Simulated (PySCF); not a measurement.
Ga(Cl)(vinyl)(OH) (C2H4ClGaO), SMILES [Ga]([OH])([Cl])[CH]=C.

Geometry: B3LYP-D3(BJ)/def2-SVP. The structure was generated by enumeration; whether it is a known compound was not checked. The values are those of a single conformer.

Two levels are set side by side: TDDFT-PBE/def2-SVPD (PySCF) and TDDFT-M06-2X/def2-SVPD (PySCF). Vertical, same geometry. The lowest singlet is HOMO−1→LUMO 98 % with PBE and HOMO−1→LUMO 83 % with the other functional; states are paired by order. Differences are taken from unrounded values.

```json
[
 {"quantity": "lowest singlet excitation (eV)", "TDDFT-PBE": "4.96"},
 {"quantity": "lowest triplet excitation (TDA) (eV)", "TDDFT-PBE": "4.12"},
 {"quantity": "first bright state (f over 0.05) (eV)", "TDDFT-PBE": "5.64"},
 {"quantity": "its oscillator strength", "TDDFT-PBE": "0.07"}
]
```

These are the TDDFT-PBE values. What does TDDFT-M06-2X give? (An estimate is asked for; the answer gives what the named calculation found.)


```tsv
quantity	TDDFT-M06-2X	TDDFT-PBE minus TDDFT-M06-2X
lowest singlet excitation (eV)	5.79	-0.84
lowest triplet excitation (TDA) (eV)	4.39	-0.27
first bright state (f over 0.05) (eV)	6.51	-0.86
its oscillator strength	0.26	-0.19
```

Functionals without exact exchange tend to place singlet excitations lower, as here. Differences between two approximate levels are no errors against the true value.

Rough cost on one machine, each run with all the roots and properties that it gave: TDDFT-M06-2X against TDDFT-PBE about 10 times.
